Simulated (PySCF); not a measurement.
Input of a response calculation (the driver script's job line, then coordinates in Å):

```
{"job": {"kind": "uv", "xc": "CAM-B3LYP", "basis": "aug-cc-pVTZ", "ip": false, "dynamic": false}, "charge": 0, "multiplicity": 1}
F      0.901916    -0.028425     0.001730
Ga    -0.884426    -0.000385    -0.013860
```

Its output, with some lines taken out ([cut]) and without the SCF cycles:

```
converged SCF energy = -2024.9302965716

Static polarisability (au): isotropic 32.680, principal 31.811 31.811 34.417

Singlet excitations
state   eV       nm        f      main configurations
[cut]
  2   5.7020    217.4   0.25875   H->L 0.96
  3   7.2049    172.1   0.34038   H->L+3 0.59, H->L+2 0.31
  4   7.5286    164.7   0.00264   H->L+2 0.67, H->L+3 0.30
  5   7.7253    160.5   0.00000   H-1->L 0.39, H-2->L+1 0.39
  6   7.8080    158.8   0.00000   H-2->L+1 0.47, H-1->L 0.47
  7   7.8081    158.8   0.00000   H-2->L 0.47, H-1->L+1 0.47
[cut]
  9   8.3816    147.9   0.00318   H->L+4 0.92
[cut]

[cut]
```

The calculation used PySCF 2.14.0, density-fitted response routines, TDDFT CAM-B3LYP/aug-cc-pVTZ, vertical, gas phase, core orbitals frozen in the response. Isolated species at its PBE0-D3(BJ)/def2-TZVP geometry, gas phase. The CAM-B3LYP/aug-cc-pVTZ calculation is non-relativistic and has no spin–orbit coupling, an omission that weighs most on gallium.

Problem. Restore the lines that were cut, in order.

Solution. 
```
  1   5.7020    217.4   0.25875   H->L+1 0.96
  8   8.3813    147.9   0.00317   H->L+5 0.92
 10   8.5943    144.3   0.04961   H-2->L 0.30, H-1->L+1 0.30, H->L+6 0.14
Triplet excitations (Tamm-Dancoff, eV): 3.9613 3.9613 6.2878 7.2650
```

Problem. What share of the summed oscillator strength falls to the strongest level in this window?

Solution. States 1 and 2 at 217 nm: 0.5175 of 0.9165, or 56%.

Problem. What is the polarisability anisotropy, √(½[(α1 − α2)² + (α2 − α3)² + (α3 − α1)²])?

Solution. 2.61 au.

Problem. Give the energy of state 7 in hartree, cm⁻¹ and kJ/mol.

Solution. 0.28694 hartree, 62977 cm⁻¹, 753.4 kJ/mol.

Problem. Which species is it?

Solution. gallium monofluoride, `[F][Ga]` (GaF) [singlet], point group C∞v.

H and L stand for HOMO and LUMO.

Hardware: Arm Neoverse N1, one thread, shared host with 64 logical CPUs at a one-minute load of 56. Cost: 5.6 s of wall time, 0.37 GiB resident at most.
